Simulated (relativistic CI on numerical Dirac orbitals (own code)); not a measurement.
Electric-dipole transitions in Fe16+

Computed by Dirac-Coulomb-Breit CI, orbitals from a KLI potential per configuration, model QED (radiative potential, 1s self-energy scaled to tabulated hydrogen-like ionisation energies), unscaled Slater integrals (own radial code, finite nucleus).

Configuration list (outside the closed core 1s2): 2s²2p⁶, 2s²2p⁵3s, 2s²2p⁵3p, 2s²2p⁵3d, 2s2p⁶3s, 2s2p⁶3p, 2s2p⁶3d, 2s²2p⁵4s, 2s²2p⁵4p, 2s²2p⁵4d, 2s²2p⁵4f, 2s²2p⁴3s², 2s2p⁶4s, 2s2p⁶4p, 2s²2p⁴3s3p, 2s2p⁶4d. Levels of other configurations are missing.

```tsv
λ vac (nm)	Lower	Upper	A (s⁻¹)	gf	Branching (%)
1.2133	2s²2p⁶ ¹S0 [1]	2s²2p⁵4d ¹P°1 [71]	7.85e+12	5.20e-01	93.5
1.5009	2s²2p⁶ ¹S0 [1]	2s²2p⁵3d ¹P°1 [27]	2.53e+13	2.57e+00	99.9
1.5271	2s²2p⁶ ¹S0 [1]	2s²2p⁵3d ³D°1 [23]	5.75e+12	6.03e-01	99.8
4.9956	2s²2p⁵3p ³D2 [7]	2s²2p⁵4d ³F°3 [55]	4.58e+11	1.20e+00	83.1
5.0341	2s²2p⁵3p ³D3 [8]	2s²2p⁵4d ³F°4 [53]	5.52e+11	1.89e+00	99.5
5.0486	2s²2p⁵3p ³D2 [14]	2s²2p⁵4d ³F°3 [70]	5.48e+11	1.47e+00	99.2
5.0681	2s²2p⁵3p ³P2 [10]	2s²2p⁵4d ³D°3 [58]	4.47e+11	1.21e+00	81.5
5.8336	2s²2p⁵3d ³P°1 [17]	2s²2p⁵4f ³D2 [63]	6.50e+11	1.66e+00	48.9
5.8760	2s²2p⁵3d ³P°2 [18]	2s²2p⁵4f ³D3 [64]	8.83e+11	3.20e+00	67.8
5.8933	2s²2p⁵3d ³F°4 [19]	2s²2p⁵4f ³G5 [62]	1.28e+12	7.30e+00	100.0
5.9094	2s²2p⁵3d ³F°2 [24]	2s²2p⁵4f ³G3 [72]	1.18e+12	4.33e+00	92.7
5.9171	2s²2p⁵3d ³F°3 [20]	2s²2p⁵4f ¹G4 [61]	1.11e+12	5.25e+00	87.4
5.9246	2s²2p⁵3d ³D°2 [25]	2s²2p⁵4f ³D3 [74]	1.16e+12	4.27e+00	89.0
5.9452	2s²2p⁵3d ¹F°3 [26]	2s²2p⁵4f ³G4 [73]	1.25e+12	5.96e+00	98.7
5.9508	2s²2p⁵3d ¹D°2 [21]	2s²2p⁵4f ¹F3 [66]	1.04e+12	3.85e+00	81.7
5.9800	2s²2p⁵3d ³D°3 [22]	2s²2p⁵4f ³F4 [67]	1.04e+12	5.04e+00	82.7
6.1257	2s²2p⁵3d ³D°1 [23]	2s²2p⁵4f ³F2 [65]	6.91e+11	1.94e+00	54.7
6.1735	2s²2p⁵3d ¹P°1 [27]	2s²2p⁵4f ³F2 [75]	7.90e+11	2.26e+00	61.9
28.336	2s²2p⁵3p ³D3 [8]	2s²2p⁵3d ³F°4 [19]	1.13e+10	1.22e+00	100.0
34.931	2s²2p⁵3s ³P°2 [2]	2s²2p⁵3p ³D3 [8]	6.40e+09	8.19e-01	100.0
```

Terms are leading LS components. Brackets give the number of a level in order of energy, since labels repeat. The list gives strong lines, with weight on those to low levels, without lines whose two gauges differ by over a factor of 2.5, among the lowest 85 of 132 levels, so that lines to higher ones, which can be the strongest, are missing. Levels whose partners in the same complex of configurations lie outside the list can be far off, and so can their lines. Rates are taken at the computed energies, electric ones in the length gauge.

At this charge energies of transitions that change n are usually good to better than 1 %, and those within a shell (Δn = 0) to a few per cent.

LS names give the leading component of a level, which can be under half, so a name can repeat, a term be missing and a line seem to break the LS rules.
